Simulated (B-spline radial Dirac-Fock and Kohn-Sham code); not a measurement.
## K-line shifts caused by a second vacancy in Dy

System: the Dy atom, 1s2 2s2 2p6 3s2 3p6 3d10 4s2 4p6 4d10 4f10 5s2 5p6 6s2.

Calculated with a radial B-spline solver, using ΔSCF Dirac-Fock with Breit, self-energy and vacuum polarisation, finite nucleus, configuration average. Each two-hole energy is an average over J within one jj subconfiguration, not an observable level; in light atoms, where LS coupling holds, the j-resolved values are not observed lines, and for a K spectator the Kα1 hypersatellite is nearly forbidden. Correlation and solid-state effects are left out.

Lines without a spectator: Kα2 (K-L2) 45204.7 eV, Kα1 (K-L3) 45995.8 eV, Kβ3 (K-M2) 51940.5 eV, Kβ1 (K-M3) 52107.3 eV. Shifts in eV with one spectator hole (a dash: not computed, or left out as unreliable):

```
spectator hole     Kα2     Kα1      Kβ3      Kβ1
        K (1s)  +831.0  +879.7  +1071.4  +1082.5
    L2 (2p1/2)  +101.4  +133.2        –   +263.6
    L3 (2p3/2)   +84.4   +89.5   +211.4        –
    M2 (3p1/2)       –  +19.73    +40.3    +47.8
    M3 (3p3/2)  +12.11       –    +36.7    +36.7
    M4 (3d3/2)   +3.94   +0.58        –        –
    M5 (3d5/2)   -0.78   +2.53        –        –
```
